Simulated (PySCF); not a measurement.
Computed IR spectrum (relative IR intensity) of a molecule CH5BFNO. Coordinates come from a PBE-D3(BJ)/def2-SVP optimisation. The values are those of a single conformer. The numbers are results of PBE-D3(BJ)/def2-SVP (PySCF 2.14.0), not measurements. Harmonic, unscaled wavenumbers; measured fundamentals usually lie a few per cent lower.

| ν (cm⁻¹) | relative intensity |
|---|---|
| 208 | 3.5 |
| 382 | 47 |
| 490 | 67 |
| 599 | 3.6 |
| 848 | 8.0 |
| 967 | 66 |
| 1038 | 11 |
| 1233 | 11 |
| 1358 | 26 |
| 1415 | 53 |
| 1542 | 100 |
| 2943 | 11 |
| 2990 | 12 |
| 3516 | 13 |
| 3625 | 12 |
| 3751 | 11 |

Task: Identify the compound among the candidates.
(A) NB(O)CF
(B) CNB(O)F
(C) COB(N)F

Result: A, NB(O)CF
